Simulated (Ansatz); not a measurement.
C₆H₁₆GeO₂⁺, that is GeH2(OiPr)2 with one electron fewer. Charge 1, multiplicity 2. Geometry PBE-D4/def2-SVP, that of the neutral singlet; atoms count from 1.

Cartesian coordinates in Å:
```
Ge -1.473 -0.284 0.863
H -1.459 -0.916 2.277
H -2.838 0.101 0.241
O -0.775 -1.426 -0.334
C 0.390 -2.199 0.002
C 1.514 -1.842 -0.969
C 0.017 -3.679 -0.047
H 0.731 -1.954 1.038
H 1.190 -2.037 -2.012
H 2.425 -2.441 -0.766
H 1.776 -0.770 -0.882
H -0.785 -3.905 0.683
H -0.357 -3.942 -1.058
H 0.890 -4.323 0.183
O -0.439 1.175 1.045
C -0.424 2.180 0.018
C 1.010 2.353 -0.477
C -1.006 3.470 0.594
H -1.058 1.861 -0.846
H 1.672 2.629 0.368
H 1.075 3.145 -1.250
H 1.386 1.408 -0.916
H -2.053 3.315 0.925
H -0.414 3.792 1.475
H -0.995 4.288 -0.155
```

Estimate the Mulliken populations from the PBE0/def2-TZVP orbitals of Ansatz.


```
atom  charge (e)  spin (α − β)
 Ge1        0.38         -0.06
  H2        0.11          0.00
  H3        0.11          0.00
  O4       -0.22          0.39
  C5        0.04          0.01
  C6       -0.34          0.03
  C7       -0.34          0.07
  H8        0.12          0.01
  H9        0.16          0.00
 H10        0.17          0.00
 H11        0.13          0.00
 H12        0.16          0.00
 H13        0.16          0.00
 H14        0.17          0.01
 O15       -0.22          0.39
 C16        0.03          0.01
 C17       -0.34          0.03
 C18       -0.34          0.08
 H19        0.13          0.01
 H20        0.16          0.00
 H21        0.16          0.00
 H22        0.13          0.00
 H23        0.15          0.00
 H24        0.16          0.00
 H25        0.17          0.01
```
Mulliken values depend strongly on the basis.

Where does the spin sit?

Summed by element: Ge -0.06, H 0.05, O 0.79, C 0.22, of 1 unpaired in all. Largest on single atoms: O15 0.39, O4 0.39, C18 0.08.

And the Mayer bond orders between heavy atoms (over 0.3)?

Ge1–O4 0.91 (1.80 Å); Ge1–O15 0.91 (1.80 Å); O4–C5 0.91 (1.44 Å); C5–C6 1.00 (1.53 Å); C5–C7 0.96 (1.53 Å); O15–C16 0.91 (1.44 Å); C16–C17 1.00 (1.53 Å); C16–C18 0.96 (1.53 Å).
